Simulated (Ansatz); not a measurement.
Born–Oppenheimer molecular dynamics of C2H8AlF2N (14 atoms, charge 0, multiplicity 1). It starts from a rough guess of a transition structure, not a stationary point.

All numbers below come from UKS PBE/STO-3G (Ansatz 0.2.0).

```
ensemble                      : NVE (velocity Verlet)
time step                     : 0.5 fs
steps asked                   : 150
starting velocities drawn for : 300 K
seed                          : 726756
```

Frames 1 fs apart, positions in Å.

Velocities at 55.0 fs (Å/ps):

```
Al -4.88 14.51 -3.20
C -18.03 2.60 9.01
F 4.72 -3.08 -6.68
F 12.28 -4.15 -1.79
H -26.27 -61.16 -16.89
N 7.25 -13.83 0.85
C 1.69 -1.69 11.17
H -42.39 0.03 -10.10
H 35.37 24.34 -6.33
H 2.53 -14.49 13.61
H -43.45 4.70 -13.96
H -13.00 -14.96 19.29
H -6.92 -9.26 1.92
H -1.59 0.20 5.43
```

```xyz
14
Properties=species:S:1:pos:R:3 time_fs=55.0 energy_less_start_eV=-1.264 T=1112
Al -0.616 -0.555 1.192
C -1.514 1.318 1.236
F -1.223 -2.083 0.556
F 0.438 -0.968 2.497
H 1.447 0.576 0.036
N 1.103 -0.428 -0.090
C 1.002 -0.864 -1.558
H -2.610 1.102 1.237
H -1.528 1.986 0.348
H -1.357 1.885 2.192
H 1.893 -1.025 0.407
H -0.029 -1.337 -1.754
H 1.758 -1.632 -1.864
H 1.141 0.035 -2.206
14
Properties=species:S:1:pos:R:3 time_fs=56.0 energy_less_start_eV=-1.206 T=1074
Al -0.621 -0.541 1.189
C -1.532 1.320 1.245
F -1.218 -2.085 0.549
F 0.450 -0.972 2.495
H 1.422 0.517 0.016
N 1.110 -0.442 -0.089
C 1.003 -0.866 -1.547
H -2.651 1.101 1.229
H -1.488 2.010 0.344
H -1.354 1.870 2.201
H 1.845 -1.018 0.391
H -0.037 -1.349 -1.733
H 1.751 -1.639 -1.860
H 1.138 0.033 -2.200
14
Properties=species:S:1:pos:R:3 time_fs=57.0 energy_less_start_eV=-0.963 T=922
Al -0.625 -0.527 1.186
C -1.552 1.320 1.253
F -1.213 -2.086 0.543
F 0.461 -0.976 2.492
H 1.407 0.478 -0.006
N 1.116 -0.458 -0.087
C 1.004 -0.868 -1.537
H -2.682 1.100 1.226
H -1.439 2.030 0.349
H -1.348 1.855 2.205
H 1.799 -1.013 0.378
H -0.032 -1.352 -1.708
H 1.744 -1.643 -1.851
H 1.133 0.028 -2.193
14
Properties=species:S:1:pos:R:3 time_fs=58.0 energy_less_start_eV=-0.886 T=873
Al -0.630 -0.514 1.184
C -1.572 1.320 1.260
F -1.207 -2.086 0.538
F 0.471 -0.979 2.489
H 1.405 0.475 -0.029
N 1.119 -0.474 -0.087
C 1.003 -0.871 -1.528
H -2.701 1.103 1.226
H -1.386 2.040 0.368
H -1.343 1.840 2.205
H 1.774 -1.026 0.380
H -0.016 -1.347 -1.680
H 1.738 -1.645 -1.839
H 1.126 0.021 -2.185
14
Properties=species:S:1:pos:R:3 time_fs=59.0 energy_less_start_eV=-1.034 T=963
Al -0.633 -0.502 1.181
C -1.593 1.318 1.265
F -1.201 -2.083 0.533
F 0.481 -0.982 2.484
H 1.417 0.500 -0.050
N 1.119 -0.491 -0.087
C 1.002 -0.874 -1.520
H -2.707 1.109 1.229
H -1.334 2.040 0.401
H -1.338 1.826 2.205
H 1.777 -1.062 0.404
H 0.006 -1.338 -1.652
H 1.733 -1.644 -1.824
H 1.117 0.011 -2.175
14
Properties=species:S:1:pos:R:3 time_fs=60.0 energy_less_start_eV=-1.029 T=960
Al -0.637 -0.491 1.179
C -1.613 1.315 1.269
F -1.195 -2.080 0.528
F 0.489 -0.984 2.478
H 1.438 0.533 -0.069
N 1.117 -0.506 -0.088
C 1.001 -0.878 -1.512
H -2.703 1.121 1.233
H -1.286 2.029 0.445
H -1.334 1.813 2.206
H 1.800 -1.112 0.443
H 0.024 -1.329 -1.626
H 1.732 -1.644 -1.809
H 1.107 0.001 -2.166
14
Properties=species:S:1:pos:R:3 time_fs=61.0 energy_less_start_eV=-0.782 T=803
Al -0.640 -0.482 1.178
C -1.632 1.311 1.272
F -1.189 -2.074 0.524
F 0.497 -0.985 2.472
H 1.462 0.554 -0.084
N 1.113 -0.520 -0.087
C 1.000 -0.882 -1.506
H -2.697 1.137 1.237
H -1.245 2.010 0.496
H -1.333 1.801 2.211
H 1.827 -1.161 0.483
H 0.031 -1.323 -1.605
H 1.735 -1.644 -1.794
H 1.096 -0.008 -2.158
14
Properties=species:S:1:pos:R:3 time_fs=62.0 energy_less_start_eV=-0.539 T=649
Al -0.642 -0.473 1.176
C -1.649 1.306 1.275
F -1.182 -2.067 0.520
F 0.503 -0.986 2.465
H 1.486 0.550 -0.094
N 1.111 -0.531 -0.085
C 0.999 -0.887 -1.500
H -2.700 1.157 1.238
H -1.210 1.988 0.545
H -1.336 1.788 2.219
H 1.843 -1.196 0.515
H 0.021 -1.325 -1.588
H 1.742 -1.646 -1.781
H 1.085 -0.013 -2.153
14
Properties=species:S:1:pos:R:3 time_fs=63.0 energy_less_start_eV=-0.503 T=626
Al -0.644 -0.466 1.175
C -1.663 1.300 1.278
F -1.175 -2.058 0.517
F 0.509 -0.987 2.456
H 1.510 0.519 -0.098
N 1.109 -0.541 -0.080
C 1.000 -0.892 -1.495
H -2.717 1.180 1.237
H -1.183 1.968 0.586
H -1.345 1.772 2.229
H 1.844 -1.212 0.533
H -0.001 -1.334 -1.578
H 1.752 -1.649 -1.772
H 1.074 -0.015 -2.151
14
Properties=species:S:1:pos:R:3 time_fs=64.0 energy_less_start_eV=-0.669 T=731
Al -0.646 -0.460 1.175
C -1.673 1.291 1.282
F -1.168 -2.048 0.514
F 0.513 -0.986 2.446
H 1.532 0.465 -0.096
N 1.109 -0.548 -0.072
C 1.000 -0.899 -1.492
H -2.748 1.206 1.232
H -1.160 1.954 0.613
H -1.359 1.752 2.243
H 1.827 -1.209 0.536
H -0.029 -1.348 -1.573
H 1.763 -1.653 -1.766
H 1.064 -0.015 -2.150
14
Properties=species:S:1:pos:R:3 time_fs=65.0 energy_less_start_eV=-0.862 T=854
Al -0.647 -0.456 1.175
C -1.681 1.282 1.288
F -1.160 -2.036 0.511
F 0.517 -0.986 2.436
H 1.556 0.398 -0.088
N 1.110 -0.554 -0.062
C 0.999 -0.907 -1.490
H -2.785 1.236 1.222
H -1.143 1.949 0.624
H -1.380 1.728 2.259
H 1.792 -1.189 0.525
H -0.054 -1.363 -1.572
H 1.774 -1.658 -1.763
H 1.055 -0.014 -2.150
14
Properties=species:S:1:pos:R:3 time_fs=66.0 energy_less_start_eV=-0.896 T=876
Al -0.648 -0.453 1.175
C -1.688 1.271 1.294
F -1.152 -2.022 0.509
F 0.519 -0.984 2.425
H 1.586 0.334 -0.073
N 1.110 -0.559 -0.051
C 0.997 -0.917 -1.489
H -2.819 1.268 1.207
H -1.133 1.950 0.623
H -1.407 1.701 2.276
H 1.749 -1.162 0.508
H -0.067 -1.377 -1.574
H 1.782 -1.661 -1.764
H 1.046 -0.014 -2.148
```

Of the whole run (75 fs, mean temperature of the second half 1007 K): The conserved energy stayed within 0.47 meV per atom of its start (net change -0.26 meV per atom), so the integration is sound. The system heated up, since it started high on the potential surface and ran downhill. A run of 0.075 ps of so small a system gives no equilibrium averages. The orbitals stay closed-shell, which can raise the energy where a bond breaks towards radicals; this wasn't checked here. Limits of this set-up: minimal basis.

Run time: 10 min on 1 CPU thread of a shared host.
